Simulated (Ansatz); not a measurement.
C$_{2}$H$_{3}$ClInNO, SMILES `[CH3][In]([Cl])[N]=C=O`, relaxed with RKS PBE0-D4/def2-TZVP in Ansatz 0.2.0 from a GFN2-xTB geometry. The force threshold is 0.005 eV/Å; the program also tests the step.

Total charge 0; spin multiplicity 1. In: def2 effective core potential.

Start:

```xyz
9

C     1.160    0.575    1.537
In   -0.497    0.545    0.067
Cl   -2.319    1.901   -0.286
N    -0.418   -0.996   -1.273
C    -0.886   -1.566   -2.209
O    -1.268   -2.182   -3.114
H     1.338    1.605    1.831
H     2.029    0.140    1.052
H     0.861   -0.022    2.394
```

```json
{"step": "1", "energy (eV)": "-23350.9304", "largest force (eV/Å)": "1.005", "largest move (Å)": "0.000"}
{"step": "2", "energy (eV)": "-23350.9927", "largest force (eV/Å)": "0.261", "largest move (Å)": "0.102"}
{"step": "3", "energy (eV)": "-23351.0109", "largest force (eV/Å)": "0.118", "largest move (Å)": "0.090"}
{"step": "4", "energy (eV)": "-23351.0152", "largest force (eV/Å)": "0.086", "largest move (Å)": "0.043"}
{"step": "5", "energy (eV)": "-23351.0185", "largest force (eV/Å)": "0.148", "largest move (Å)": "0.063"}
{"step": "6", "energy (eV)": "-23351.0203", "largest force (eV/Å)": "0.149", "largest move (Å)": "0.042"}
{"step": "7", "energy (eV)": "-23351.0226", "largest force (eV/Å)": "0.054", "largest move (Å)": "0.029"}
{"step": "8", "energy (eV)": "-23351.0247", "largest force (eV/Å)": "0.218", "largest move (Å)": "0.092"}
{"step": "9", "energy (eV)": "-23351.0255", "largest force (eV/Å)": "0.051", "largest move (Å)": "0.022"}
{"step": "10", "energy (eV)": "-23351.0255", "largest force (eV/Å)": "0.050", "largest move (Å)": "0.001"}
{"step": "11 (rejected)", "energy (eV)": "-23351.0252", "largest force (eV/Å)": "0.069", "largest move (Å)": "0.015"}
{"step": "13", "energy (eV)": "-23351.0257", "largest force (eV/Å)": "0.002", "largest move (Å)": "0.007"}
{"step": "15", "energy (eV)": "-23351.0257", "largest force (eV/Å)": "0.003", "largest move (Å)": "0.008"}
{"step": "17", "energy (eV)": "-23351.0257", "largest force (eV/Å)": "0.014", "largest move (Å)": "0.007"}
{"step": "19", "energy (eV)": "-23351.0258", "largest force (eV/Å)": "0.018", "largest move (Å)": "0.015"}
{"step": "21", "energy (eV)": "-23351.0258", "largest force (eV/Å)": "0.015", "largest move (Å)": "0.010"}
{"step": "23", "energy (eV)": "-23351.0259", "largest force (eV/Å)": "0.020", "largest move (Å)": "0.009"}
{"step": "25", "energy (eV)": "-23351.0259", "largest force (eV/Å)": "0.022", "largest move (Å)": "0.026"}
{"step": "27", "energy (eV)": "-23351.0260", "largest force (eV/Å)": "0.009", "largest move (Å)": "0.025"}
{"step": "29 (rejected)", "energy (eV)": "-23351.0256", "largest force (eV/Å)": "0.124", "largest move (Å)": "0.060"}
{"step": "31", "energy (eV)": "-23351.0260", "largest force (eV/Å)": "0.008", "largest move (Å)": "0.003"}
{"step": "32", "energy (eV)": "-23351.0260", "largest force (eV/Å)": "0.005", "largest move (Å)": "0.019"}
```

End:

```xyz
9

C     1.137    0.623    1.548
In   -0.337    0.323    0.056
Cl   -2.278    1.578   -0.205
N    -0.230   -1.131   -1.356
C    -0.913   -1.503   -2.276
O    -1.523   -1.915   -3.181
H     1.383    1.683    1.602
H     2.024    0.041    1.304
H     0.737    0.301    2.509
```

It took 2.1 min on 4 threads of an Intel Xeon Platinum 8488C on a shared host, with 0.74 GiB of host memory at the peak.
